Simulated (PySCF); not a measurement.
Relaxation of quartet IrO2

Level of theory: UPBE0/[Ir dyall-v2z, O def2-TZVP], no relativity, density fitting, PySCF. A (50,194) grid was used.

A start displaced from a saddle point along its imaginary mode, of C2v symmetry, held to at least that symmetry:

```xyz
3
charge 0 multiplicity 4, angstrom
Ir    0.0156    0.0384    0.0000
O    -0.0943   -0.2315    1.7949
O    -0.0943   -0.2315   -1.7949
```

Problem. What does it relax to?

Solution. It ends at C2v with Ir–O 1.839 Å (×2); O–Ir–O 123.1° (after a last refinement on a finer grid). The frequency run here used a shortcut that can spoil soft modes, so no verdict on minimum or saddle point is given. Other isomers or separated fragments may lie lower.

Problem. How much energy is released, and in how many steps?

Solution. 11.6 kJ/mol in 11 steps.

Relativity is left out on purpose here, so the numbers are not realistic for elements this heavy. With open d or f shells other occupations or spin states may lie lower. Spin–orbit coupling, left out here, can matter for elements this heavy.
